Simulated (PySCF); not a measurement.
## Cost of excited-state runs on `[C-]#[N+]c1ccc(-c2cccs2)cn1`, C₁₀H₆N₂S

Geometry (Å), atoms numbered from 1 in this order:
```xyz
19

C    -5.4007    0.0054    0.8143
N    -4.2463    0.0041    0.6390
C    -2.9055    0.0316    0.4152
C    -2.3556    1.0241   -0.3998
C    -0.9917    1.0105   -0.5964
C    -0.2056    0.0240    0.0120
C     1.2250   -0.0217   -0.1707
C     2.1328   -0.9084    0.3496
C     3.4578   -0.6461   -0.0442
C     3.5577    0.4358   -0.8608
S     2.0355    1.1587   -1.1676
C    -0.8803   -0.9149    0.8066
N    -2.1782   -0.9117    1.0007
H    -2.9881    1.7708   -0.8542
H    -0.5241    1.7597   -1.2192
H     1.8672   -1.7255    0.9954
H     4.3009   -1.2367    0.2667
H     4.4373    0.8577   -1.3052
H    -0.3477   -1.7081    1.3111
```

PySCF with density fitting, on 1 thread of an Intel Xeon Platinum 8259CL, shared host. Command: `OMP_NUM_THREADS=1 python excited_run.py task.json out`

**Question.** How long does this run take, and how much memory?
- excited states, PBE0/def2-SVP; Tamm-Dancoff; spin-orbit couplings; 6 states; 4 triplets; quadratic response for 4 states; writes grids

**Answer.** 
| run | level | basis functions | wall time | peak memory (GiB) |
| --- | --- | --- | --- | --- |
| excited states | PBE0/def2-SVP | 216 | 88 s | 0.99 |

Times from a shared host are rough.
